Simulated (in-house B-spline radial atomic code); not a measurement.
RPA and G0W0 for Eu+, [Xe] 4f7 6s1, highest spin, as one setting changes: the share of exact exchange in the PBE hybrid start. A dash marks a level of low quasi-particle weight. Computed with a B-spline radial code for spherical atoms: all electrons, scalar-relativistic (spin-free one-electron X2C), finite nucleus, each spin shell either full or empty, empty states to l = 9 with an (l + 1/2)⁻⁴ tail; G0W0 by contour deformation at full frequency.

Without the two-electron picture change, the correlation of inner shells comes somewhat too large for so heavy an element.

RPA overbinds a lone outer s electron by self-correlation, and G0W0 tends to as well.

```tsv
share of exact exchange in the PBE hybrid start	mean-field level (eV)	G0W0 level (eV)	RPA correlation (Eh)
0	-8.905	6s up -11.756	-5.3274
0.1	-9.100	6s up -11.723	-5.2707
0.2	-9.296	6s up -11.685	-5.2179
0.3	-9.492	6s up -11.645	-5.1679
0.4	?	?	?
0.5	-9.884	6s up -11.565	-5.0742
0.6	?	?	?
0.7	-10.274	6s up -11.488	-4.9876
0.8	-10.468	6s up -11.451	-4.9465
0.9	-10.661	6s up -11.415	-4.9066
1	-10.854	6s up -11.380	-4.868
```

(1) What belongs in the row for 0.6?

(2) What belongs in the row for 0.4?

Results:

(1) mean-field level (eV): -10.080; G0W0 level (eV): 6s up -11.526; RPA correlation (Eh): -5.0301.

(2) mean-field level (eV): -9.688; G0W0 level (eV): 6s up -11.605; RPA correlation (Eh): -5.1201.
